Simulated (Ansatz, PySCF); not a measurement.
Reaction R1 → P1, each structure at its B3LYP-D3(BJ)/def2-TZVP stationary point, reached from a drawn start; harmonic modes at that level show minima.
P1, HNSi (SMILES N#[SiH]) (charge 0, multiplicity 1):
```xyz
3

H      0.000     0.000    -1.509
Si     0.000     0.000    -0.026
N      0.000     0.000     1.534
```
R1, HNSi (SMILES [NH+]#[Si-]) (charge 0, multiplicity 1, Z-matrix in Å and degrees):
```
N
H 1 1.0001
Si 1 1.5495 2 180.00
```

P less R. No zero-point or thermal terms.

Frozen-core correlation throughout. CBS: X⁻³ extrapolation of the correlation energy, Hartree–Fock from the larger set.

Programs: Ansatz (Gaussian basis) for Hartree–Fock, density functionals and correlated methods; PySCF for the D3/D4 terms. All values are computed, each at the level named.

| level | reaction energy (kcal/mol) |
|---|---|
| PBE-D3(BJ)/def2-TZVPP | 66.30 |
| revPBE/def2-TZVPP | 64.78 |
| revPBE-D4/def2-TZVPP | 64.97 |
| PBE0-D4/def2-TZVPP | 74.12 |
| BHLYP-D3(BJ)/def2-TZVPP | 81.16 |
| SCS-MP2/cc-pV(D+d)Z | 60.63 |
| CCSD/cc-pV(T+d)Z | 72.83 |
| CCSD(T)/cc-pV(T+d)Z | 67.59 |
| CCSD(T)/CBS(cc-pV(T+d)Z, cc-pV(Q+d)Z) | ? |

Task: What belongs in the gaps?

Result: 
- CCSD(T)/CBS(cc-pV(T+d)Z, cc-pV(Q+d)Z), reaction energy (kcal/mol): 68.25

Ansatz is a first-principles code.
